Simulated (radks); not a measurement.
Values are calculated unless marked as measured or tabulated.
Ionisation of Ru2+, [Kr] 4d6, to Ru3+, [Kr] 4d5, under several functionals. Scalar-relativistic Kohn-Sham, spin-polarised, spherical densities, finite nucleus; open shells are filled with parallel spins first (spin-orbit coupling, left out, can overturn this in heavy ions); a radial shooting solver on a logarithmic mesh with Libxc functionals. The NIST Atomic Spectra Database gives 28.470 eV (semi-empirical). Rank these functionals by the error of their Delta-SCF ionisation energy: XLYP; AM05; LDA (Slater exchange, VWN5 correlation); RPBE; SOGGA; PBE; Wu-Cohen GGA; LDA (Slater exchange, Perdew-Wang correlation); MS2 meta-GGA; TASK exchange with Perdew-Wang LDA correlation.

Answer. From best to worst: AM05 28.504 eV (+0.034); PBE 28.429 eV (-0.041); Wu-Cohen GGA 28.416 eV (-0.054); RPBE 28.361 eV (-0.109); XLYP 28.613 eV (+0.143); SOGGA 28.294 eV (-0.176); LDA (Slater exchange, Perdew-Wang correlation) 28.904 eV (+0.434); LDA (Slater exchange, VWN5 correlation) 28.905 eV (+0.435); MS2 meta-GGA 27.731 eV (-0.739); TASK exchange with Perdew-Wang LDA correlation 26.780 eV (-1.690). Open shells are spherical and high-spin; term and fine-structure splittings are not resolved.
